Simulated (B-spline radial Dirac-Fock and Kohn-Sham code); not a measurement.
# EELS cross sections of the Er L3 (2p3/2) edge

System: the free erbium atom, configuration [Xe] 4f12 6s2. These are calculated numbers from a radial finite-basis atomic code; the model is the first Born approximation with generalised oscillator strengths from a Dirac-Hartree-Slater potential (longitudinal and transverse terms; continuum final states only, so no white lines or fine structure). The edge is taken at 8358.0 eV (tabulated value).

Input of the calculation (task.json; shells as n, l, electrons):

```json
{"items": [{
  "Z": 68,
  "q": 0,
  "cfg": [[1, 0, 2], [2, 0, 2], [2, 1, 6], [3, 0, 2], [3, 1, 6], [3, 2, 10], [4, 0, 2], [4, 1, 6], [4, 2, 10], [4, 3, 12], [5, 0, 2], [5, 1, 6], [6, 0, 2]],
  "A": 166,
  "rrms": 5.2516,
  "do": "eels",
  "beams": [[60, 100], [80, 5], [80, 20], [80, 50], [100, 5], [120, 5], [120, 10], [120, 50], [120, 100], [200, 10], [200, 50], [200, 100], [300, 5], [300, 10]],
  "edges": {"L3": 8358.0}
}]}
```

Launch: `python xray2_run.py task.json out`

Partial cross sections σ(β, Δ) in barn, integrated over a window Δ above the edge and up to the collection semi-angle β, for parallel illumination:

```tsv
E₀ (kV)	β (mrad)	Δ = 25 eV	Δ = 50 eV	Δ = 100 eV	Δ = 200 eV	Δ = 300 eV
60	100	1.92	3.68	7.14	13.8	20.2
80	5	0.0116	0.0221	0.0426	0.0819	0.119
80	20	0.176	0.336	0.650	1.25	1.82
80	50	0.880	1.68	3.25	6.28	9.15
100	5	0.0151	0.0288	0.0555	0.107	0.155
120	5	0.0187	0.0357	0.0687	0.132	0.192
120	10	0.0736	0.140	0.270	0.519	0.754
120	50	1.16	2.21	4.28	8.27	12.1
120	100	2.34	4.49	8.74	17.0	24.9
200	10	0.135	0.256	0.493	0.947	1.37
200	50	1.47	2.80	5.43	10.5	15.4
200	100	2.40	4.61	8.98	17.5	25.7
300	5	0.0589	0.112	0.215	0.413	0.599
300	10	?	?	?	?	?
```

Question: Give the row for 300 kV and 10 mrad.

Answer: 0.228 b for 25 eV, 0.434 b for 50 eV, 0.836 b for 100 eV, 1.61 b for 200 eV, 2.33 b for 300 eV.
